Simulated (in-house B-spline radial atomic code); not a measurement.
Inner levels of antimony as electrons are removed. A shift is the extra binding of the orbital against the neutral atom ([Kr] 4d10 5s2 5p1/2(2) 5p3/2(1)). The density at the nucleus is averaged over the nuclear charge. Computed with an all-electron radial atomic-structure program (B-spline basis): Dirac-Hartree-Fock, jj configuration that fills j = l - 1/2 first, finite nuclei.

A number in brackets counts the electrons of a j subshell.

```json
{"ion": "Sb12+", "configuration": "[Kr] 4d3/2(3)", "shift of 2p3/2 (eV)": "256.36", "shift of 3p3/2 (eV)": "249.09", "shift of 3d5/2 (eV)": "248.56", "radius of 2p3/2 (bohr)": "0.10874", "radius of 3p3/2 (bohr)": "0.32906", "radius of 3d5/2 (bohr)": "0.30457", "Σ<r²> (bohr²)": "10.182", "change of density at nucleus (bohr⁻³)": "65.171"}
{"ion": "Sb13+", "configuration": "[Kr] 4d3/2(2)", "shift of 2p3/2 (eV)": "290.52", "shift of 3p3/2 (eV)": "281.28", "shift of 3d5/2 (eV)": "281.06", "radius of 2p3/2 (bohr)": "0.10873", "radius of 3p3/2 (bohr)": "0.32871", "radius of 3d5/2 (bohr)": "0.30409", "Σ<r²> (bohr²)": "9.1683", "change of density at nucleus (bohr⁻³)": "94.796"}
{"ion": "Sb14+", "configuration": "[Kr] 4d3/2(1)", "shift of 2p3/2 (eV)": "325.96", "shift of 3p3/2 (eV)": "314.52", "shift of 3d5/2 (eV)": "314.64", "radius of 2p3/2 (bohr)": "0.10872", "radius of 3p3/2 (bohr)": "0.32832", "radius of 3d5/2 (bohr)": "0.30356", "Σ<r²> (bohr²)": "8.2205", "change of density at nucleus (bohr⁻³)": "126.33"}
{"ion": "Sb15+", "configuration": "[Ar] 3d10 4s2 4p6", "shift of 2p3/2 (eV)": "?", "shift of 3p3/2 (eV)": "?", "shift of 3d5/2 (eV)": "?", "radius of 2p3/2 (bohr)": "?", "radius of 3p3/2 (bohr)": "?", "radius of 3d5/2 (bohr)": "?", "Σ<r²> (bohr²)": "?", "change of density at nucleus (bohr⁻³)": "?"}
{"ion": "Sb16+", "configuration": "[Ar] 3d10 4s2 4p1/2(2) 4p3/2(3)", "shift of 2p3/2 (eV)": "?", "shift of 3p3/2 (eV)": "?", "shift of 3d5/2 (eV)": "?", "radius of 2p3/2 (bohr)": "?", "radius of 3p3/2 (bohr)": "?", "radius of 3d5/2 (bohr)": "?", "Σ<r²> (bohr²)": "?", "change of density at nucleus (bohr⁻³)": "?"}
{"ion": "Sb17+", "configuration": "[Ar] 3d10 4s2 4p1/2(2) 4p3/2(2)", "shift of 2p3/2 (eV)": "440.95", "shift of 3p3/2 (eV)": "420.71", "shift of 3d5/2 (eV)": "422.69", "radius of 2p3/2 (bohr)": "0.10869", "radius of 3p3/2 (bohr)": "0.32765", "radius of 3d5/2 (bohr)": "0.30174", "Σ<r²> (bohr²)": "5.8191", "change of density at nucleus (bohr⁻³)": "246.02"}
```

Question: Fill in the row of Sb15+.

Answer: shift of 2p3/2 (eV): 362.66; shift of 3p3/2 (eV): 348.78; shift of 3d5/2 (eV): 349.28; radius of 2p3/2 (bohr): 0.10871; radius of 3p3/2 (bohr): 0.3279; radius of 3d5/2 (bohr): 0.30298; Σ<r²> (bohr²): 7.3319; change of density at nucleus (bohr⁻³): 159.76.

Question: Fill in the row of Sb16+.

Answer: shift of 2p3/2 (eV): 401.33; shift of 3p3/2 (eV): 384.38; shift of 3d5/2 (eV): 385.6; radius of 2p3/2 (bohr): 0.1087; radius of 3p3/2 (bohr): 0.32802; radius of 3d5/2 (bohr): 0.30237; Σ<r²> (bohr²): 6.5583; change of density at nucleus (bohr⁻³): 202.07.
